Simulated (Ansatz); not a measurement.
Program: Ansatz 0.2.0.

A structure relaxed at PBE0-D4/def2-TZVP, charge 0, multiplicity 1:

```xyz
11

N    -0.160   -0.822    1.508
V    -0.398    0.082   -0.062
N     0.575    1.626    0.016
N     0.270   -0.945   -1.418
S    -2.349    0.483   -0.366
H    -0.824   -0.811    2.269
H     0.459   -1.617    1.571
H     0.270    2.503   -0.379
H     1.287    1.766    0.718
H    -0.300   -1.517   -2.023
H     1.168   -0.749   -1.835
```

Task: Give its formula and SMILES.

Result: H6N3SV, `[NH2][V]([NH2])([NH2])=[S]`.

Task: Point group (tolerance 0.08 Å, 0.16 Å for H)?

Result: C3.

Task: Summarise the bond lengths by kind.

Result: 3 × N–V 1.827 Å; 6 × H–N 1.009 to 1.010 Å; 1 × S–V 2.015 Å.
